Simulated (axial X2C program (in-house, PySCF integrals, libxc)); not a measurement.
# Working with the constants of SmAu

A bond curve at the CCSD(T) level, with spin–orbit coupling, was computed with an in-house relativistic program for diatomic molecules (basis Au dyall-cv3z [13s14p9d6f4g], Sm dyall-cv3z [13s14p9d8f3g] (cores contracted in-house)) for the state Ω = 3/2 (⟨Sz⟩ = 3.49, ⟨Lz⟩ = -1.99 at HF). Its fit gives Re = 2.8049 Å, ωe = 130.8 cm⁻¹, ωexe = 0.179 cm⁻¹ and αe = 5.435e-05 cm⁻¹; the masses are 196.9666 and 151.9197 u. Two-component means X2C with spin–orbit coupling and atomic mean-field Coulomb and Gaunt terms.

Correlated methods: 27 electrons correlated (number of frozen shells: Au 5 s, 4 p, 2 d, 1 f; Sm 4 s, 3 p, 2 d), 431 virtual spin orbitals or spinors in MP2, 140 natural virtuals in coupled cluster.

Problem. Find the reduced mass, Be and the force constant.

Solution. From the CCSD(T) values: μ = 85.7675 u. Be = 16.8576/(μ Re²) = 0.02498 cm⁻¹. k = 5.8918×10⁻⁷ μ ωe² = 0.865 mdyn/Å.

Problem. Estimate the centrifugal constant by the Kratzer relation.

Solution. D = 4Be³/ωe² = 3.65e-09 cm⁻¹.

Problem. Where do the fundamental and the first overtone lie?

Solution. ν(1←0) = ωe − 2ωexe = 130.4 cm⁻¹; ν(2←0) = 2ωe − 6ωexe = 260.5 cm⁻¹.

Problem. A Morse curve ties αe to the other constants (Pekeris). How well does that hold?

Solution. αe(Morse) = 6Be²/ωe × (√(ωexe/Be) − 1) = 4.801e-05 cm⁻¹; the CCSD(T) curve gives 5.435e-05 cm⁻¹, a ratio of 0.88.

The state is a single determinant with fixed occupations, the lowest that a limited PBE0 search found. CCSD and (T) use frozen natural virtuals with an MP2 correction for the truncation; (T) itself is uncorrected, so its De runs slightly low. With several unpaired electrons one determinant need not be a pure state. The lowest spin-free determinant has another configuration (M_S = 7/2, Λ = 0), so the order of states is uncertain and this need not be the ground state.
